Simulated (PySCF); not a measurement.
BH4, charge -1. Atoms are numbered in the order given.

```xyz
5

B      0.0000     0.0000     0.0000
H      0.7144    -0.7144    -0.7144
H     -0.7144    -0.7144     0.7144
H     -0.7144     0.7144    -0.7144
H      0.7144     0.7144     0.7144
```
Charge -1, spin multiplicity 1.

Geometry: B3LYP-D3(BJ)/def2-TZVPD.

Computed with M06-2X/def2-TZVPD (PySCF).

Symmetry labels are those of the subgroup D2 that the program uses (full group Td).

Computed valence orbital energies around the gap with their symmetry:
```
orbital  symmetry  energy (eV)
-------  --------  -----------
HOMO−4          A      -183.09
HOMO−3          A        -8.98
HOMO−2         B1        -3.12
HOMO−1         B2        -3.12
HOMO           B3        -3.12
LUMO            A         3.98
LUMO+1          A         7.32
LUMO+2          A         7.32
LUMO+3         B1         7.41
```
